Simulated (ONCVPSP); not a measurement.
# Reading a pseudo-wave (Au)

Columns: radius, all-electron u(r) and pseudo u(r) of the 5p shell (level -59.80 eV) of gold in the configuration [Kr] 4d10 4f14 5s2 5p6 5d10 6s1; PBEsol, scalar-relativistic, ONCV scheme, ONCVPSP 4.0.1.

| r (bohr) | all-electron | pseudo |
| --- | --- | --- |
| 0.108 | 0.3343 | 0.0303 |
| 0.215 | -0.0382 | 0.1100 |
| 0.322 | -0.5969 | 0.2320 |
| 0.430 | -0.4085 | 0.4001 |
| 0.538 | 0.1158 | 0.5916 |
| 0.645 | 0.6044 | 0.7702 |
| 0.752 | 0.9332 | 0.9301 |
| 0.860 | 1.0986 | 1.0626 |
| 0.968 | 1.1352 | 1.1223 |
| 1.075 | 1.0887 | 1.0878 |
| 1.182 | 0.9957 | 0.9955 |
| 1.290 | 0.8809 | 0.8807 |
| 1.398 | 0.7616 | 0.7614 |
| 1.505 | 0.6486 | 0.6484 |
| 1.612 | 0.5457 | 0.5455 |
| 1.720 | 0.4541 | 0.4540 |
| 1.828 | 0.3752 | 0.3751 |
| 1.935 | 0.3088 | 0.3088 |
| 2.042 | 0.2531 | 0.2531 |
| 2.150 | 0.2063 | 0.2063 |
| 2.258 | 0.1677 | 0.1676 |
| 2.365 | 0.1362 | 0.1362 |
| 2.472 | 0.1105 | 0.1104 |
| 2.580 | 0.0893 | 0.0892 |
| 2.688 | 0.0720 | 0.0720 |
| 2.795 | 0.0581 | 0.0581 |

Task: How many radial nodes do the two functions have?

Result: The all-electron 5p function has n − l − 1 = 3 (the table is too coarse to show those close to the nucleus); the pseudo-wave has 0, since the states of the same l below it are removed with the core.

Task: At about which radius was the pseudo-wave matched?

Result: 1.15 bohr, where the columns begin to agree (steps of 0.11 bohr).

Task: Where does each function peak?

Result: Outermost all-electron maximum near 0.97 bohr, pseudo maximum near 0.97 bohr (to the table’s step).

Task: Is the pseudo-wave norm-conserving?

Result: Yes: the ONCV scheme keeps the norm inside the radius equal to the all-electron one, which fixes the energy derivative of the logarithmic derivative at the level.
